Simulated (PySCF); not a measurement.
A calculated (wB97X-V, PySCF 2.14, x2c-TZVPPall, scalar relativity by spin-free X2C-1e) atom or ion has these occupied shells.

```json
{"shell": "1s β", "electrons": "1", "orbital energy (eV)": "-71523.1", "rms radius, mean of both spins (bohr)": "0.0204"}
{"shell": "1s α", "electrons": "1", "orbital energy (eV)": "-71523.1", "rms radius, mean of both spins (bohr)": "0.0204"}
{"shell": "2s α", "electrons": "1", "orbital energy (eV)": "-12429.4", "rms radius, mean of both spins (bohr)": "0.0824"}
{"shell": "2s β", "electrons": "1", "orbital energy (eV)": "-12429.2", "rms radius, mean of both spins (bohr)": "0.0824"}
{"shell": "2p α", "electrons": "3", "orbital energy (eV)": "-10885.4", "rms radius, mean of both spins (bohr)": "0.0750"}
{"shell": "2p β", "electrons": "3", "orbital energy (eV)": "-10885.1", "rms radius, mean of both spins (bohr)": "0.0750"}
{"shell": "3s α", "electrons": "1", "orbital energy (eV)": "-2892.5", "rms radius, mean of both spins (bohr)": "0.211"}
{"shell": "3s β", "electrons": "1", "orbital energy (eV)": "-2892.4", "rms radius, mean of both spins (bohr)": "0.211"}
{"shell": "3p α", "electrons": "3", "orbital energy (eV)": "-2433.6", "rms radius, mean of both spins (bohr)": "0.212"}
{"shell": "3p β", "electrons": "3", "orbital energy (eV)": "-2433.5", "rms radius, mean of both spins (bohr)": "0.212"}
{"shell": "3d α", "electrons": "5", "orbital energy (eV)": "-1895.1", "rms radius, mean of both spins (bohr)": "0.194"}
{"shell": "3d β", "electrons": "5", "orbital energy (eV)": "-1894.9", "rms radius, mean of both spins (bohr)": "0.194"}
{"shell": "4s α", "electrons": "1", "orbital energy (eV)": "-612.01", "rms radius, mean of both spins (bohr)": "0.468"}
{"shell": "4s β", "electrons": "1", "orbital energy (eV)": "-611.74", "rms radius, mean of both spins (bohr)": "0.468"}
{"shell": "4p α", "electrons": "3", "orbital energy (eV)": "-460.16", "rms radius, mean of both spins (bohr)": "0.499"}
{"shell": "4p β", "electrons": "3", "orbital energy (eV)": "-459.90", "rms radius, mean of both spins (bohr)": "0.499"}
{"shell": "4d α", "electrons": "5", "orbital energy (eV)": "-264.60", "rms radius, mean of both spins (bohr)": "0.538"}
{"shell": "4d β", "electrons": "5", "orbital energy (eV)": "-264.27", "rms radius, mean of both spins (bohr)": "0.538"}
{"shell": "5s α", "electrons": "1", "orbital energy (eV)": "-92.124", "rms radius, mean of both spins (bohr)": "1.10"}
{"shell": "5s β", "electrons": "1", "orbital energy (eV)": "-89.781", "rms radius, mean of both spins (bohr)": "1.10"}
{"shell": "5p α", "electrons": "3", "orbital energy (eV)": "-53.782", "rms radius, mean of both spins (bohr)": "1.29"}
{"shell": "5p β", "electrons": "3", "orbital energy (eV)": "-50.259", "rms radius, mean of both spins (bohr)": "1.29"}
{"shell": "4f α", "electrons": "7", "orbital energy (eV)": "-49.025", "rms radius, mean of both spins (bohr)": "0.646"}
{"shell": "4f β", "electrons": "7", "orbital energy (eV)": "-48.551", "rms radius, mean of both spins (bohr)": "0.646"}
{"shell": "5d α", "electrons": "5", "orbital energy (eV)": "-10.054", "rms radius, mean of both spins (bohr)": "2.05"}
{"shell": "6s α", "electrons": "1", "orbital energy (eV)": "-8.966", "rms radius, mean of both spins (bohr)": "3.38"}
{"shell": "6s β", "electrons": "1", "orbital energy (eV)": "-7.561", "rms radius, mean of both spins (bohr)": "3.38"}
```

Question: Name the element and its charge.

Answer: Re (rhenium, neutral), in [Xe] 4f14 5d5 6s2, high-spin 6S determinant.
